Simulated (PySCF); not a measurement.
# Reading the logs of faulty runs: Cl2GeH3Si

Calculated results; nothing here was measured. The program is PySCF 2.14.0, an open-source quantum chemistry code, run on an isolated molecule that a program drew, which may never have been made. The molecule is Cl2GeH3Si (charge 0, doublet), drawn as the SMILES string `[SiH3][Ge]([Cl])[Cl]`.

Each row is a Hartree-Fock (HF) and frozen-core CCSD(T) single point in the cc-pV(D+d)Z basis, meant for a local HF minimum. Run 1 is clean. Each other run has one planted mistake out of seven kinds, and not every kind appears here: one electron removed, one electron added, multiplicity raised by two, geometry at a saddle point, minimal basis STO-3G, one bond length entered in bohr, all coordinates scaled. The reference is restricted for singlets and unrestricted otherwise, and also for a bond in bohr. Adding or removing an electron swaps singlet and doublet. Electrons count all cores. HOMO and LUMO are orbital energies over both spins, the gradient is its largest component, and the lowest frequency (negative if imaginary) is given only where the gradient is small. Bond lengths are over the 6 bonds as drawn. T1 is the CCSD diagnostic: over 0.02 (restricted) or 0.045 (unrestricted) a single reference is doubtful. Germanium has the cc-pVDZ-PP basis, with a core potential (ECP10MDF) in place of its 10 inner electrons, and its 3s, 3p and 3d shells are frozen in CCSD(T).

Geometry of the clean run:
```xyz
7
Cl2GeH3Si, angstrom
Si   -1.7035   -0.6141   -1.6561
Ge   -0.6507   -0.2378    0.5116
Cl    1.0128   -1.6367    0.7289
Cl   -2.0816   -0.7518    2.0798
H    -2.8466    0.3156   -1.7469
H    -0.6910   -0.3058   -2.6853
H    -2.1448   -2.0200   -1.7390
```

| run | electrons | basis functions | <S^2> | HOMO (eV) | LUMO (eV) | gradient (hartree/bohr) | lowest frequency (cm^-1) | mean bond (Å) | longest bond (Å) | T1 | HF (hartree) | CCSD(T) (hartree) | mistake |
|---|---|---|---|---|---|---|---|---|---|---|---|---|---|
| 1 | 83 | 107 | 0.762 | -9.31 | -0.15 | 1.3e-05 | 90 | 1.8727 | 2.439 | 0.0147 | -1503.14210 | -1503.65881 | no fault |
| 2 | 83 | 107 | 0.758 | -8.69 | 0.73 | 7.4e-02 | - | 1.7154 | 2.234 | 0.0129 | -1503.08616 | -1503.59996 | all coordinates scaled |
| 3 | 83 | 107 | 3.770 | -4.92 | -3.34 | 6.4e-02 | - | 1.8727 | 2.439 | 0.0401 | -1502.91225 | -1503.43353 | multiplicity raised by two |
| 4 | 84 | 107 | 0.000 | -2.04 | 7.57 | 7.7e-02 | - | 1.8727 | 2.439 | 0.0122 | -1503.18126 | -1503.71995 | ? |

**Which mistake was planted in run 4, and what did it cost?**

It counts 84 electrons, one more than the clean run, at the same geometry and basis. So the mistake is: one electron added. Subtracting run 1 and multiplying by 627.51 kcal/mol a hartree, the energy moved by -24.6 kcal/mol in HF and -38.4 kcal/mol in CCSD(T).

